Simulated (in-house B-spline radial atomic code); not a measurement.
The numbers below are computed, except where a source is named.
## Correlation energy from the adiabatic connection: ω²r²/2 − Z/r, ω = 0.0986, Z = 0.5

Two electrons in a singlet, external potential ω²r²/2 − Z/r, ω = 0.0986, Z = 0.5 (atomic units). Full CI in B-splines (partial waves to l = 8, correlation up to 0.6 % small) with the density held fixed gives W(λ) = <V_ee>_λ − U, and E_c is the integral of W(λ) − W(0) from 0 to 1.

```tsv
λ	W(λ) − W(0) (hartree)
0	0.00000
0.02	-0.00183
0.05	-0.00446
0.12	-0.01015
0.25	-0.01926
0.4	-0.02793
0.6	-0.03721
0.8	-0.04461
1	-0.05066
```

Task: Integrate the table by the trapezoid rule.

Result: The strips give -0.00002, -0.00009, -0.00051, -0.00191, -0.00354, -0.00651, -0.00818, -0.00953, which sum to -0.03030 hartree. The direct value, W(1) − W(0) + T_c with T_c = 0.02023, is -0.03043; the curve is convex, so chords lie above it and the trapezoids fall short in size by 0.42 %.

Task: Now use only three numbers: W(0) = -0.28904, the initial slope W'(0) = -0.09283 (extrapolated from the first points) and the strong-coupling limit of the point-charge-plus-continuum model, W∞ = -0.40146. What do second-order theory and the interpolation W(λ) = W∞ + (W(0) − W∞)/√(1 + 2χλ) of Seidl, Perdew and Levy give?

Result: Second order keeps the slope alone: E_c = W'(0)/2 = -0.04641, +53 % in size against -0.03043. Matching the slope fixes χ = W'(0)/(W∞ − W(0)) = -0.09283/(-0.11242) = 0.82574. Integrating, with s = √(1 + 2χ) = 1.628338, E_c = −(W(0) − W∞)(s − 1)/(s + 1) = −0.11242 × 0.628338/2.628338 = -0.02688 hartree, -11.7 % in size against the full result. At λ = 1 the formula gives W − W(0) = -0.04338 against -0.05066. Part of the miss can come from the model's W∞.
